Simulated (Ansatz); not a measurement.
System: GeF₂, charge 1, doublet. GeF2+ (parent SMILES [F][Ge][F], doublet).
B3LYP-D3(BJ)/def2-TZVP minimum from Ansatz (a quantum-chemistry and plane-wave program):
```
Ge
F 1 1.6922
F 1 1.6922 2 117.20
```
Charge +1, spin multiplicity 2.

Hartree-Fock and CCSD correlation energies in hartree (Ansatz). UHF or UKS for unpaired electrons; spin-orbit terms are left out. Correlated methods leave the cores frozen (noble-gas shells, and filled d and f shells in the p block). No relativity. The spin of F2Ge+ (parent SMILES [F][Ge][F], doublet) was assumed, and the state is the lowest solution found for it.

```json
[
 {"basis": "cc-pVTZ", "X": "3", "E(HF)": "-2274.05721", "E(corr, CCSD)": "-0.57760"},
 {"basis": "cc-pVQZ", "X": "4", "E(HF)": "-2274.08158", "E(corr, CCSD)": "-0.62488"},
 {"basis": "cc-pV5Z", "X": "5", "E(HF)": "-2274.08657", "E(corr, CCSD)": "withheld"}
]
```

Task: Fit E(corr) = E∞ + A/X³ to X = 3 and 4, predict X = 5, and compare with the run.

Result: A = (-0.57760 - (-0.62488))/(1/27 - 1/64) = 2.2081; E∞ = -0.62488 - A/64 = -0.65938; at X = 5, E∞ + A/125 = -0.64172. The run gave -0.64283, 1.11 mEh below the prediction. The same form on X = 4 and 5 gives E∞ = -0.66166, 2.28 mEh below the first estimate.
